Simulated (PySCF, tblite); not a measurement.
C6H11NOSi.
SMILES with atom numbers: `[CH3:1][O:2][C@@H:3]1[C@@H:4]([SiH3:5])[C@@H:6]1[CH2:7][C:8]#[N:9]` (hydrogens: H10, H11, H12 on C1; H13 on C3; H14 on C4; H15, H16, H17 on Si5; H18 on C6; H19, H20 on C7)

Structure used (GFN2-xTB), in Å, numbered top down from 1:
```xyz
20
C6H11NOSi angstrom
C      2.503   -0.744    0.185
O      1.464   -0.063    0.856
C      0.547    0.534   -0.004
C     -0.769    0.946    0.583
Si    -1.555    2.592    0.115
C     -0.705   -0.205   -0.393
C     -0.918   -1.614    0.127
C     -0.373   -2.575   -0.798
N      0.076   -3.315   -1.546
H      2.120   -1.562   -0.434
H      3.072   -0.056   -0.451
H      3.154   -1.145    0.958
H      1.008    1.175   -0.755
H     -0.885    0.640    1.616
H     -2.989    2.508    0.400
H     -1.348    2.824   -1.316
H     -0.929    3.658    0.895
H     -1.087   -0.038   -1.393
H     -1.984   -1.821    0.266
H     -0.405   -1.728    1.087
```

The calculation used PBE0/pcSseg-1 in PySCF (dipole) on a GFN2-xTB geometry, gas phase.

Take the most abundant isotopes and a rigid rotor. The values belong to one conformer with, in the numbering `[CH3:1][O:2][C@@H:3]1[C@@H:4]([SiH3:5])[C@@H:6]1[CH2:7][C:8]#[N:9]`, C1–O2–C3–C4 164°, C4–C6–C7–C8 -160°.

(1) Give the principal moments of inertia and the rotational constants in cm⁻¹.

(2) Classify the top.

(3) Is it planar, by Δ = Ic − Ia − Ib?

(4) Give the other two planar moments, Paa and Pbb, and the rms extents of the mass along the axes.

(5) Which lines would a microwave search look for?

(6) Estimate the classical rotational partition function at 25 K, 50 K and 200 K.

## Answers

(1) Ia = 245.47, Ib = 618.18, Ic = 794.14 u·Å²; 505379 MHz·u·Å²/I gives 2059, 817.5 and 636.4 MHz, that is A = 0.06867, B = 0.02727, C = 0.02123 cm⁻¹.

(2) An asymmetric top; Ray's κ = -0.745.

(3) Not planar: Δ = Ic − Ia − Ib = -69.51 u·Å². For a rigid frame Δ = −2 Σ m c², so Σ m c² = 34.75 u·Å² lies off the ab plane: 13.89 from hydrogen and 20.87 from heavier atoms. The atom farthest from that plane is 1.67 Å away.

(4) Paa = Σ m a² = (Ib + Ic − Ia)/2 = 583.42 and Pbb = Σ m b² = (Ia + Ic − Ib)/2 = 210.72 u·Å². With the mass M = 141.06 u, the rms extents √(P/M) along a, b and c are 2.03, 1.22, 0.50 Å.

(5) The dipole components are |μa| = 2.62 D, |μb| = 0.43 D, |μc| = 0.82 D. The squared components, which scale the intensities, stand as 1.00 : 0.03 : 0.10 (a : b : c). Some lines, for components of 0.1 D or more:

```json
{"type": "b", "branch": "Q", "J(Ka,Kc)": "4(1,3) ← 4(0,4)", "MHz": "2449", "lower level (cm⁻¹)": "0.476"}
{"type": "c", "branch": "Q", "J(Ka,Kc)": "4(2,3) ← 4(1,3)", "MHz": "3128", "lower level (cm⁻¹)": "0.558"}
{"type": "b", "branch": "R", "J(Ka,Kc)": "3(0,3) ← 2(1,2)", "MHz": "3211", "lower level (cm⁻¹)": "0.181"}
{"type": "b", "branch": "Q", "J(Ka,Kc)": "2(2,0) ← 2(1,1)", "MHz": "3742", "lower level (cm⁻¹)": "0.199"}
{"type": "b", "branch": "Q", "J(Ka,Kc)": "2(2,1) ← 2(1,2)", "MHz": "4267", "lower level (cm⁻¹)": "0.181"}
{"type": "b", "branch": "Q", "J(Ka,Kc)": "3(2,2) ← 3(1,3)", "MHz": "4550", "lower level (cm⁻¹)": "0.317"}
{"type": "a", "branch": "R", "J(Ka,Kc)": "3(1,2) ← 2(1,1)", "MHz": "4621", "lower level (cm⁻¹)": "0.199"}
{"type": "b", "branch": "R", "J(Ka,Kc)": "4(0,4) ← 3(1,3)", "MHz": "4774", "lower level (cm⁻¹)": "0.317"}
{"type": "a", "branch": "R", "J(Ka,Kc)": "4(0,4) ← 3(0,3)", "MHz": "5642", "lower level (cm⁻¹)": "0.288"}
{"type": "a", "branch": "R", "J(Ka,Kc)": "4(3,1) ← 3(3,0)", "MHz": "5856", "lower level (cm⁻¹)": "0.691"}
{"type": "b", "branch": "Q", "J(Ka,Kc)": "4(3,2) ← 4(2,3)", "MHz": "6718", "lower level (cm⁻¹)": "0.662"}
{"type": "b", "branch": "R", "J(Ka,Kc)": "2(2,1) ← 1(1,0)", "MHz": "6813", "lower level (cm⁻¹)": "0.096"}
{"type": "b", "branch": "R", "J(Ka,Kc)": "3(2,2) ← 2(1,1)", "MHz": "8086", "lower level (cm⁻¹)": "0.199"}
{"type": "c", "branch": "R", "J(Ka,Kc)": "4(1,3) ← 3(0,3)", "MHz": "8091", "lower level (cm⁻¹)": "0.288"}
{"type": "c", "branch": "Q", "J(Ka,Kc)": "4(4,1) ← 4(3,1)", "MHz": "9285", "lower level (cm⁻¹)": "0.887"}
{"type": "c", "branch": "R", "J(Ka,Kc)": "4(2,3) ← 3(1,3)", "MHz": "10351", "lower level (cm⁻¹)": "0.317"}
{"type": "b", "branch": "R", "J(Ka,Kc)": "4(3,1) ← 3(2,2)", "MHz": "12528", "lower level (cm⁻¹)": "0.469"}
{"type": "c", "branch": "R", "J(Ka,Kc)": "4(4,1) ← 3(3,1)", "MHz": "15142", "lower level (cm⁻¹)": "0.691"}
{"type": "b", "branch": "R", "J(Ka,Kc)": "4(4,0) ← 3(3,1)", "MHz": "15142", "lower level (cm⁻¹)": "0.691"}
```

(6) Point group C1, symmetry number σ = 1; q = (√π/σ)·√((kT/h)³/(ABC)), k/h = 20836.6 MHz/K: 20400 at 25 K, 57600 at 50 K, 461000 at 200 K.

Its GFN2-xTB frequencies are all real (lowest 56 cm⁻¹). Constants of a rigid frame at the computed geometry: no zero-point averaging, no centrifugal distortion. A rigid rotor knows nothing of internal rotation, which can split or shift real lines. Quadrupole hyperfine structure (14N) is left out.
